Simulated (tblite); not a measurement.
As2, triplet, at a GFN2-xTB geometry (a higher spin typed on purpose: for a closed-shell molecule this is an excited state); GFN1-xTB run with tblite.

The tblite input:
```
$ tblite run mol.xyz --method gfn1 --charge 0 --spin 2 --json tblite.json --no-restart

# file mol.xyz
2

As    -0.00000000    -0.00000000    -1.12716632
As     0.00000000     0.00000000     1.12716632
```

Question: What does tblite print? Leave out banner, timings and long lists.

Answer: 
```
xTB calculator
 | screened Coulomb repulsion
 | Coulomb electrostatics
 |  * isotropic Klopman-Ohno-Mataga-Nishimoto electrostatics
 |  * onsite third-order electrostatics
 | DFT-D3(BJ) dispersion correction

halogen bonding energy    0.0000000000000E+00 Eh
repulsion energy          5.9617891287656E-03 Eh
dispersion energy        -4.9640032622012E-04 Eh
number of electrons       1.0000000000000E+01 e
integral cutoff           3.1748705921966E+01 bohr

------------------------------------------------------------
  cycle        total energy    energy error   density error
------------------------------------------------------------
      1     -4.601557722014  -4.6070231E+00   1.1231538E-01
      2     -4.601557873680  -1.5166594E-07   6.7222915E-02
      3     -4.601557958291  -8.4611334E-08   1.9958185E-05
------------------------------------------------------------

electronic energy        -4.6070233470937E+00 Eh
total energy             -4.6015579582912E+00 Eh

Post processing:
 | Mayer-Wiberg bond orders

[Info] JSON dump of results written to 'tblite.json'
```
